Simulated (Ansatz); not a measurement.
Calculated with Ansatz (gas phase, PBE0-D4/def2-TZVP geometries, no zero-point term in ΔE). CCSD(T)/CBS is the MP2 limit (def2-TZVPP, def2-QZVPP) plus CCSD(T) − MP2 in def2-TZVPP, frozen cores. DFT in def2-TZVPP. B3LYP here is the variant with VWN-RPA as its local correlation; programs differ in this. Elements past krypton have def2 core potentials. For Sn outer-core shells are correlated without core-valence functions, which leaves a few kJ/mol of doubt a bond. Each species was taken in one conformer, which may not be the lowest.

Reaction (ligand exchange at the Si–C bond): `O[SiH2]/C=C/[SiH3]` + `[OH][SnH3]` → `[SiH3][O][SnH3]` + `C=C[SiH2]O`

```json
{"level": "B97M-V", "ΔE (eV)": "-1.11"}
{"level": "B3LYP-D4", "ΔE (eV)": "-1.09"}
{"level": "BLYP", "ΔE (eV)": "-1.05"}
{"level": "B3LYP", "ΔE (eV)": "-1.10"}
{"level": "HF/def2-SVP", "ΔE (eV)": "-1.27"}
{"level": "CCSD(T)/def2-SVP", "ΔE (eV)": "-1.10"}
{"level": "CCSD(T)/def2-TZVPP", "ΔE (eV)": "-1.11"}
{"level": "CCSD/CBS(def2)", "ΔE (eV)": "-1.14"}
```

Question: What does CCSD(T)/CBS give? (Estimate.)

Answer: Computed: -1.11 eV. The listed levels differ from it by 0.00, 0.02, 0.06, 0.01, -0.16, 0.01, 0.00, -0.03 eV.

Largest T1 diagnostic among the species: 0.014.

From r2SCAN to r2SCAN0 (25 % exact exchange), in def2-TZVPP and without D4, ΔE moves by −0.04 eV. In def2-TZVPP, CCSD(T) changes the Hartree–Fock value by +0.22 eV (the triples alone add +0.04 eV) and MP2 by +0.21 eV. Leaving LDA and LC-ωPBE aside and taking each functional with its dispersion term where it has one, the values, not all of them listed here, spread over 0.31 eV, from BHLYP-D4 to revPBE-D4.
